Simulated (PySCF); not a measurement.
Compound: C6H16B2N2.
SMILES with atom numbers: `[CH2:1]=[C:2]([CH3:3])[B-:4]1([C:5](=[CH2:6])[CH3:7])[NH2+:8][BH2-:9][NH2+:10]1` (hydrogens: H11, H12 on C1; H13, H14, H15 on C3; H16, H17 on C6; H18, H19, H20 on C7; H21, H22 on N8; H23, H24 on B9; H25, H26 on N10)

Theory: PBE0-D3(BJ)/def2-SVP geometry optimisation, gas phase (PySCF 2.14.0).

What internal coordinates does the optimisation give?

```json
{"bond": "C1=C2, C5=C6", "length (Å)": "1.340"}
{"bond": "C2–C3, C5–C7", "length (Å)": "1.503"}
{"bond": "C2–B4, B4–C5", "length (Å)": "1.607"}
{"bond": "B4–N8, B4–N10", "length (Å)": "1.598"}
{"bond": "N8–B9, B9–N10", "length (Å)": "1.595"}
{"bond": "C1–H11, C6–H17", "length (Å)": "1.097"}
{"bond": "C1–H12, C6–H16", "length (Å)": "1.097"}
{"bond": "C3–H13 and 5 like bonds", "length (Å)": "1.103"}
{"bond": "N8–H21 and 3 like bonds", "length (Å)": "1.017"}
{"bond": "B9–H23, B9–H24", "length (Å)": "1.218"}
```

Bonds in one row agree within 0.01 Å and their mean is given. A selection of angles:
```json
{"angle": "C2–C1–H11", "degrees": "122.5"}
{"angle": "C2–C1–H12", "degrees": "122.3"}
{"angle": "H11–C1–H12", "degrees": "115.2"}
{"angle": "C1–C2–C3", "degrees": "120.5"}
{"angle": "C1–C2–B4", "degrees": "123.4"}
{"angle": "C3–C2–B4", "degrees": "116.0"}
{"angle": "C2–C3–H13", "degrees": "110.5"}
{"angle": "C2–C3–H14", "degrees": "112.6"}
{"angle": "C2–C3–H15", "degrees": "111.7"}
{"angle": "H13–C3–H14", "degrees": "108.6"}
{"angle": "H13–C3–H15", "degrees": "105.9"}
{"angle": "H14–C3–H15", "degrees": "107.4"}
{"angle": "C2–B4–C5", "degrees": "111.9"}
{"angle": "C2–B4–N8", "degrees": "113.3"}
{"angle": "C2–B4–N10", "degrees": "112.3"}
{"angle": "N8–B4–N10", "degrees": "92.3"}
{"angle": "C5–C6–H17", "degrees": "122.6"}
{"angle": "B4–N8–B9", "degrees": "87.6"}
{"angle": "B4–N8–H21", "degrees": "115.6"}
{"angle": "B9–N8–H21", "degrees": "115.1"}
{"angle": "B9–N8–H22", "degrees": "114.4"}
{"angle": "H21–N8–H22", "degrees": "108.5"}
{"angle": "N8–B9–N10", "degrees": "92.5"}
{"angle": "N8–B9–H23", "degrees": "111.7"}
{"angle": "H23–B9–H24", "degrees": "115.1"}
{"angle": "B4–N10–H25", "degrees": "114.5"}
{"angle": "H25–N10–H26", "degrees": "108.5"}
{"angle": "H22–N8–B4", "degrees": "114.5"}
{"angle": "H25–N10–B9", "degrees": "114.5"}
{"angle": "H26–N10–B9", "degrees": "115.1"}
{"angle": "H26–N10–B4", "degrees": "115.7"}
```

Dihedral angles: C1–C2–B4–C5 -106° (anticlinal); C2–B4–C5–C6 -107° (anticlinal); C2–B4–N8–B9 115° (anticlinal); B4–N8–B9–N10 0° (synperiplanar); N8–B9–N10–B4 0° (synperiplanar); C2–B4–N10–B9 -116° (anticlinal). The mirror-image conformer, all signs reversed, is as good.

All 4 B–N bonds measure 1.595 to 1.598 Å. N8 (nitrogen bonded to 2 B and 2 H) has angles from 87.6° to 115.6°. Of the pairs four or more bonds apart, H17···H25 is among the closest relative to their van der Waals radii: 2.01 Å, 84 % of the sum of Bondi's values. B9 (four-coordinate boron) has angles from 92.5° to 115.1°. B4 (four-coordinate boron) has angles from 92.3° to 113.3°. The 4-membered ring B4–N8–B9–N10 has internal angles of 87.6° to 92.5°; it is planar, 0.00 Å rms from its mean plane, widest ring torsion 0°. The 4 C–C bonds span 1.340 Å (C5=C6, drawn double) to 1.503 Å (C2–C3, drawn single), a spread of 0.163 Å.

Point group: C2 (tolerance 0.08 Å). Not checked by PBE0-D3(BJ)/def2-SVP frequencies. The numbers are those of one conformer.

Cost: about 5 min of CPU time on one thread; the machine was shared, so the figure is rough. This is the geometry optimisation.
